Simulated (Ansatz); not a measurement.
A set of 12 reactions (redistribution), with CCSD(T)/CBS values in kJ/mol:

```json
{"reaction": "`[OH][AlH][Cl]` + `BO[SiH2][GeH3]` → `B[O][AlH][OH]` + `Cl[SiH2][GeH3]`", "ΔE": "16.5"}
{"reaction": "`C=NB(F)Cl` + `[SeH][SnH3]` → `FB(Cl)[SeH]` + `C=[N][SnH3]`", "ΔE": "98.7"}
{"reaction": "`[Cl][Ga]([Cl])[SeH]` + `[F][GeH]([F])[O][SiH3]` → `[SiH3][O][Ga]([Cl])[Cl]` + `[F][GeH]([F])[SeH]`", "ΔE": "43.3"}
{"reaction": "`F[Si](Cl)(Cl)[O][GeH3]` + `C#C[SiH2]O` → `C#C[Si](F)(Cl)Cl` + `O[SiH2][O][GeH3]`", "ΔE": "13.2"}
{"reaction": "`[SiH3]OB(S)Cl` + `[F][Sc]([O][SiH3])[O][SiH3]` → `[SiH3]OB(S)O[SiH3]` + `[F][Sc]([Cl])[O][SiH3]`", "ΔE": "-53.4"}
{"reaction": "`[OH][Mg][Cl]` + `CO[Si](Cl)(Cl)N(C)C` → `C[N](C)[Mg][OH]` + `CO[Si](Cl)(Cl)Cl`", "ΔE": "136.8"}
{"reaction": "`CC(C)[O][In]([Cl])[Cl]` + `[CH3][Al]([F])[GeH3]` → `[Cl][In]([Cl])[GeH3]` + `CC(C)[O][Al]([CH3])[F]`", "ΔE": "-153.4"}
{"reaction": "`[OH][Ga]([OH])[O][SiH3]` + `C[Si](F)(F)Cl` → `F[Si](F)([SiH3])Cl` + `C[O][Ga]([OH])[OH]`", "ΔE": "227.9"}
{"reaction": "`CO[SiH2][SiH2]O` + `[CH3][Al]([OH])[SH]` → `CO[SiH2]S` + `[CH3][Al]([OH])[SiH2]O`", "ΔE": "53.3"}
{"reaction": "`N[SiH2][TeH]` + `O=COC[SiH3]` → `N[SiH2]OC[SiH3]` + `O=C[TeH]`", "ΔE": "8.8"}
{"reaction": "`[NH2][Al]([F])[Cl]` + `BO[Si](O)(O)O` → `O[Si](O)(O)[O][Al]([F])[Cl]` + `BN`", "ΔE": "-76.6"}
{"reaction": "`C[SiH]1[SiH2][SiH2]1` + `Cl[BH][SbH2]` → `Cl[SiH]1[SiH2][SiH2]1` + `C[BH][SbH2]`", "ΔE": "-0.7"}
```

Gas-phase electronic energies from Ansatz, PBE0-D4/def2-TZVP geometries. CBS: MP2 limit from def2 TZ/QZ plus the TZ coupled-cluster correction, frozen cores. This one scheme is used for every species. Functionals use def2-TZVPP. B3LYP here is the variant with VWN-RPA as its local correlation; programs differ in this. Elements past krypton have def2 core potentials. For Ga, Ge, In, Mg, Sb, Sc, Se, Sn, Te outer-core shells are correlated without core-valence functions, which leaves a few kJ/mol of doubt a bond. Scalar relativity is left out up to krypton. Each species was taken in one conformer, which may not be the lowest.

Question: Give the mean, mean absolute and largest difference (level minus CCSD(T)/CBS, kJ/mol) for: PBE0-D4, ωB97X-V, ωB97M-V, B2PLYP, PBE, r2SCAN, PBE0, B3LYP, HF/def2-TZVPP, CCSD(T)/def2-TZVPP, HF/def2-QZVPP, MP2/def2-QZVPP, SCS-MP2/def2-QZVPP, HF/CBS(def2). (An estimate is asked.)

Answer: Computed: 
```tsv
level	mean	mean absolute	largest
PBE0-D4	-1.1	5.3	-18.2
ωB97X-V	-0.3	3.7	-9.8
ωB97M-V	-0.4	3.4	-11.4
B2PLYP	-2.3	3.1	-13.0
PBE	-4.3	7.5	-32.8
r2SCAN	-1.3	2.8	-6.7
PBE0	-1.8	5.8	-18.3
B3LYP	-4.0	6.2	-18.0
HF/def2-TZVPP	1.6	11.8	-28.0
CCSD(T)/def2-TZVPP	-0.6	1.7	-6.2
HF/def2-QZVPP	1.4	11.8	-27.7
MP2/def2-QZVPP	0.3	3.3	13.9
SCS-MP2/def2-QZVPP	-0.5	2.9	10.2
HF/CBS(def2)	1.3	11.8	-27.6
```

The largest T1 diagnostic in the set is 0.016, for `O=C[TeH]` (customary mark 0.02).

CCSD(T)/CBS is a level of theory with its own doubt, and the functionals carry their triple-zeta basis error, so these figures describe this set and don't rank the functionals.
